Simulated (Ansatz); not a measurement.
Ansatz (a first-principles code) input (PBE/6-31G*):

Ansatz 0.2 input:
```yaml
crystal:
  periodic: [false, false, false]
  atoms:
    - {symbol: Sc, position_ang: [-0.00000000, -0.00000000, -0.00000000]}
    - {symbol: F, position_ang: [-1.64065751, -0.99238502, 0.05453133]}
    - {symbol: F, position_ang: [0.02527590, 1.77173437, -0.73476338]}
    - {symbol: F, position_ang: [1.61538161, -0.77934935, 0.68023204]}
basis:
  gaussian:
    orbitals: 6-31G*
hamiltonian:
  xc: {name: PBE}
total_charge: -1
magnetization: {spin_polarized: true, initial_magnetization: 1}
output: {forces: true}
```

From the last part of the output:

```
WARN ansatz: RAYON_NUM_THREADS=1 ignored (pool sized by the plan → 1); use --threads N
Functional definition: PBE
integrals: 0.03 GiB planned
803 factors; their error is unknown
mean field: 0.24 GiB planned
mean field evaluation 1: about -28842.3726 eV, gradient 3.0e0 eV
mean field evaluation 2: about -28842.3620 eV, gradient 4.1e0 eV
mean field evaluation 4: about -28842.4199 eV, gradient 5.6e-1 eV
mean field evaluation 8: about -28842.3687 eV, gradient 6.4e-2 eV
mean field evaluation 16: about -28842.3687 eV, gradient 9.8e-6 eV
mean field evaluation 32: about -28841.1744 eV, gradient 1.1e0 eV
mean field -28842.36874559 eV, -1059.9375013406 hartree, gradient 9.8e-6 eV, S^2 0.751133; 3 other end points of the search recorded, 0 dependent functions left out
the calculation of the forces begins
reference -28842.36879060 eV, -1059.9375029948 hartree; 25, 24 occupied and 56, 57 virtual orbitals, 803 factors
Total energy: -28842.36879060 eV, -1059.9375029948 hartree
Atom 0 at    -0.000000    -0.000000    -0.000000 Å, force    -0.000059    -0.000036     0.000002 eV/Å
Atom 1 at    -1.640658    -0.992385     0.054531 Å, force     0.705106     0.426498    -0.023436 eV/Å
Atom 2 at     0.025276     1.771734    -0.734763 Å, force    -0.010849    -0.761396     0.315765 eV/Å
Atom 3 at     1.615382    -0.779349     0.680232 Å, force    -0.694198     0.334934    -0.292331 eV/Å
Dipole moment:     0.000007     0.000004    -0.000000 e Å
```

The dipole moment of an ion depends on the origin.
